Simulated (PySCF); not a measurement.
Planning an excited-state job on `[GeH3][GeH3]`.

Method: TDDFT CAM-B3LYP/def2-SVPD, vertical, gas phase, core orbitals frozen in the response (PySCF 2.14.0, density-fitted response routines). Geometry: GFN2-xTB. Work: 8 singlets by full TDDFT, 3 Tamm–Dancoff triplets, polarisability, density fitting. The input is one job of a driver script: a line of settings, then coordinates in Å.

Input:
```
{"job": {"kind": "uv", "xc": "CAM-B3LYP", "basis": "def2-SVPD", "nstates": 8, "ntriplets": 3}, "charge": 0, "multiplicity": 1}
Ge    -1.174222     0.116288    -0.021321
Ge     1.177892    -0.112085     0.014590
H     -1.841042    -0.802879    -0.998370
H     -1.630168     1.494280    -0.391267
H     -1.814067    -0.172924     1.301730
H      1.626287    -1.493376     0.381430
H      1.845989     0.800996     0.996493
H      1.818389     0.179114    -1.307850
```

Hardware: one thread of an x86-64 server (shared host).

The basis has 124 functions.

How long does the run take?

About 13 s. The SCF took 9 cycles.

At this speed, how long would 100 such jobs take on 8 cores, one job a core?

100/8 gives 13 rounds of 13 s, about 2.8 min of wall time and 0.36 core-hours, if the jobs don't slow each other.

Times come from a shared host and carry two figures at best.

The run converged: HOMO -9.83 eV, LUMO 0.76 eV; lowest singlet 7.81 eV; lowest triplet 6.97 eV (Tamm–Dancoff); mean polarisability 65.5 au.
